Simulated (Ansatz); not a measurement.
```yaml
crystal:
  periodic: [false, false, false]
  atoms:
    - {symbol: S, position_ang: [-1.219686, 1.071892, 0.108069]}
    - {symbol: C, position_ang: [0.578239, 1.129421, 0.311250]}
    - {symbol: N, position_ang: [1.172647, 0.264785, 1.365838]}
    - {symbol: C, position_ang: [1.083861, -0.237275, 0.209880]}
    - {symbol: Ga, position_ang: [-0.154044, -1.381729, -0.858848]}
    - {symbol: H, position_ang: [-1.532536, 0.734438, 1.374804]}
    - {symbol: H, position_ang: [1.067810, 2.037296, -0.013599]}
    - {symbol: H, position_ang: [-0.149052, -1.053832, -2.381093]}
    - {symbol: H, position_ang: [-0.847249, -2.564996, -0.116302]}
basis:
  gaussian: {orbitals: aug-pcseg-2}
magnetization: {spin_polarized: true, initial_magnetization: 1}
hamiltonian: {xc: {name: SPW92}}
accuracy: high
```

```sh
$ ansatz run in.yaml --threads 4 --pin off --events-out ev --progress --plain --max-ram 10444MiB
```

It prints (some lines left out):

```
Error: a molecule whose nuclei and cores have a total charge of 70 cannot have a net charge of 0 together with 1 unpaired electrons
```

(1) Something in this input is off. What?

Answers

(1) The number of unpaired electrons doesn't fit the electron count. The program refused the input.
